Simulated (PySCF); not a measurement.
Structure problem from calculated spectra and properties.

Formula: CH3F3OSi.

| Property | Result |
| --- | --- |
| UV, first state | lowest singlet excitation: 7.27 eV (171 nm, f = 0.001) [TDDFT PBE0/def2-SVPD] |
| Polarisability | 45.7 au [PBE0/def2-SVPD] |
| Rotational structure | rotational constants A, B, C: 4.481, 1.976, 1.853 GHz [PBE0-D3(BJ)/def2-SVP] |
| NMR, other nuclei | isotropic shieldings of nuclei other than C and H, by class: 306 (1 O), 235 (3 F), 357 (1 Si) ppm [GIAO PBE/pcSseg-2] |
| 13C NMR | chemical shifts (computed TMS as zero) by class: 142.1 (1 C) ppm [GIAO PBE/pcSseg-2] |
| Valence photoelectron | vertical ionisation energy: 11.43 eV [ΔSCF PBE0/def2-SVPD] |
| Dipole | 2.03 D [PBE0/def2-SVPD] |
| 1H NMR | chemical shifts (computed TMS as zero) by class: 5.09 (2 H), 0.99 (1 H) ppm [GIAO PBE/pcSseg-2] |

Gas-phase values; electronic properties from PySCF, density fitting. Levels stand in brackets. One conformer (not necessarily the lowest) at the PBE0-D3(BJ)/def2-SVP geometry, without solvent, vibrations or thermal averaging. NMR classes are plain means over equivalent atoms (diastereotopic ones count apart unless rotation or inversion swaps them), as if these changed places fast.

Q: What is the compound? Reason from the data.

A: Numbering: `[OH:1][SiH2:2][C:3]([F:4])([F:5])[F:6]`. Its formula, CH3F3OSi, gives 0 degrees of unsaturation, so no ring and no π bond. The one carbon: CF3 carbon [C3] (142.1 ppm). Hydrogen classes from least to most shielded: 2 H on an oxygen-bound silicon, Si2 (5.09 ppm), 1 H on a silanol oxygen, O1 (0.99 ppm). The other shieldings belong to: 306 ppm, silanol oxygen [O1]; 235 ppm, fluorine of a CF3 group [F4/F5/F6]; 357 ppm, oxygen-bound silicon [Si2]. S1 is mainly HOMO→LUMO (weight 0.97); the largest Löwdin shares of the orbital it empties are 0.27 on the silanol oxygen, 0.18 on the oxygen-bound silicon, 0.18 on the CF3 carbon and 0.09 on a fluorine of a CF3 group, of the orbital it fills 0.31 on the oxygen-bound silicon, 0.23 on the silanol oxygen, 0.12 on the hydroxyl hydrogen and 0.09 on an Si–H hydrogen. By its constants the optimised geometry is an asymmetric top. Structure: `O[SiH2]C(F)(F)F`. The assignments are read from this structure; whether some other isomer fits the data as well wasn't checked.

Shape of the structure used: `[OH:1][SiH2:2][C:3]([F:4])([F:5])[F:6]`: O1–Si2–C3–F4 -58°, H–O1–Si2–C3 66°.
